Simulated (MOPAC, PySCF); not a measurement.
A series of substituents X on one scaffold: SiH2(OH)-X. Gas-phase values, no solvent. One relaxed conformer stands for each flexible species; it need not be the lowest. Strings in code marks are SMILES.

Quantity: vertical ionisation energy (energy after one electron is removed minus that of the parent at the parent's geometry), in eV.

Level 1: B3LYP/6-31G* // PBE0-D4/def2-TZVP (PySCF)
Level 2: PBE/6-31G* // PBE0-D4/def2-TZVP (PySCF)
Level 3: minus the HOMO energy of PBE0-D4/def2-TZVP (PySCF)
Level 4: minus the HOMO energy of PM3 // PBE0-D4/def2-TZVP (MOPAC)

```tsv
species	level 1	level 2	level 3	level 4
`O[SiH2][AlH2]`	___	8.93	___	8.80
`O[SiH2][SeH]` (H–O–Si–Se torsion 47°, O–Si–Se–H torsion -98°)	9.49	9.32	7.27	9.32
`CS[SiH2]O` (C–S–Si–O torsion 152°, S–Si–O–H torsion -50°)	9.12	___	7.00	8.88
```

### Question
Fill in the missing entries.

### Answer

- `O[SiH2][AlH2]`, level 1: 9.20
- `O[SiH2][AlH2]`, level 3: 7.23
- `CS[SiH2]O` (C–S–Si–O torsion 152°, S–Si–O–H torsion -50°), level 2: 8.91
